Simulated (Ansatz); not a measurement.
System: SnI (charge +1, singlet). 
Geometry from a B3LYP-D3(BJ)/def2-TZVP (Ansatz, a quantum-chemistry and plane-wave program) optimisation:
```
Sn
I 1 2.6161
```
Charge +1, spin multiplicity 1.

Q: Give the harmonic wavenumbers at B3LYP-D3(BJ)/def2-TZVP (Ansatz, finite differences of forces, unscaled).

A: 234 cm⁻¹. Zero-point energy 0.3 kcal/mol.

Q: From these and the geometry, give the ideal-gas thermochemistry at 298.15 K and 1 atm (rigid rotor, harmonic oscillator).

A: Point group C∞v, rotational symmetry number 1. Rotational constants 1.204, 1.204 GHz. S(trans) 42.40, S(rot) 18.98, S(vib) 1.85, S(elec, spin only) 0.00, S 63.2 cal/(mol K). H(298) - H(0) 2.39 kcal/mol; G - E(el) -16.1 kcal/mol.
